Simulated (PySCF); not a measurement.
C₂H₃F₃O₂Si.
SMILES with atom numbers: `[O:1]=[C:2]([SiH2:3][OH:4])[C:5]([F:6])([F:7])[F:8]` (hydrogens: H9, H10 on Si3; H11 on O4)

Theory: PySCF 2.14.0, PBE0-D3(BJ)/def2-SVP geometry optimisation, gas phase.

Question: List the bond lengths, angles and torsions at this level.

Answer: 
```json
{"bond": "O1=C2", "length (pm)": "120.7", "order": "double"}
{"bond": "C2–Si3", "length (pm)": "194.4", "order": "single"}
{"bond": "Si3–O4", "length (pm)": "165.4", "order": "single"}
{"bond": "C2–C5", "length (pm)": "153.7", "order": "single"}
{"bond": "C5–F6, C5–F7", "length (pm)": "133.5", "order": "single"}
{"bond": "C5–F8", "length (pm)": "131.8", "order": "single"}
{"bond": "Si3–H9, Si3–H10", "length (pm)": "148.8", "order": "single"}
{"bond": "O4–H11", "length (pm)": "97.0", "order": "single"}
```

Bonds in one row agree within 1 pm and their mean is given. Orders are formal, as drawn. A selection of angles:
```json
{"angle": "O1–C2–Si3", "degrees": "117.5"}
{"angle": "O1–C2–C5", "degrees": "119.6"}
{"angle": "Si3–C2–C5", "degrees": "123.0"}
{"angle": "C2–Si3–O4", "degrees": "100.5"}
{"angle": "C2–C5–F6", "degrees": "108.9"}
{"angle": "C2–C5–F8", "degrees": "112.8"}
{"angle": "F6–C5–F7", "degrees": "108.0"}
{"angle": "F6–C5–F8", "degrees": "109.1"}
{"angle": "H11–O4–Si3", "degrees": "110.8"}
```

Dihedral angles: O1–C2–Si3–O4 -1° (synperiplanar); O1–C2–C5–F6 -125° (anticlinal); H11–O4–Si3–C2 1° (synperiplanar). The mirror-image conformer, all signs reversed, is as good.

Si3 (oxygen-bound silicon) is distorted tetrahedral (angles from 100.5° to 113.1°). H11 on O4 lies 2.24 Å from O1, 4 bonds away (angle at H 120°; Bondi radii sum to 2.72 Å).

Point group: near Cs, missed by 0.15 Å at most; the miss may be what the optimiser left on a soft mode. PBE0-D3(BJ)/def2-SVP frequencies: not computed here. The numbers are those of one conformer (O1–C2–Si3–O4 -1°, C2–Si3–O4–H 1°).
